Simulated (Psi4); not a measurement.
O3W, singlet, geometry from GFN2-xTB (such geometries of metal compounds can be far from the true shape) (core potentials on W). Base run: BLYP/def2-SVP in Psi4.

The Psi4 input:
```
memory 2 GB

molecule mol {
0 1
W     0.000000   -0.000000    0.000000
O     1.553260   -0.324377   -0.692671
O    -0.502382   -0.837652    1.429539
O    -1.050878    1.162029   -0.736868
}

set {
  basis def2-svp
  reference rks
}

energy('blyp')
print_variables()
```

Variants of this job, named by their change:

```tsv
change	E (Eh)	core-seconds (rough)
base	-292.61730	4
functional = wb97m-v	-292.45456	50
functional = hf (with energy('scf'))	-290.75072	2
functional = b3lyp	-292.63759	5
functional = wb97x-v	-292.48858	40
functional = pbe	-292.46065	5
functional = bhhlyp	-292.33402	4
functional = svwn	-291.69458	3
functional = pbe0	-292.36158	5
functional = x3lyp	-292.51870	5
functional = m06-l	-292.63602	6
functional = tpss	-292.67372	9
functional = tpssh	-292.61330	9
```

Absolute energies of different levels of theory aren't comparable as measures of quality.
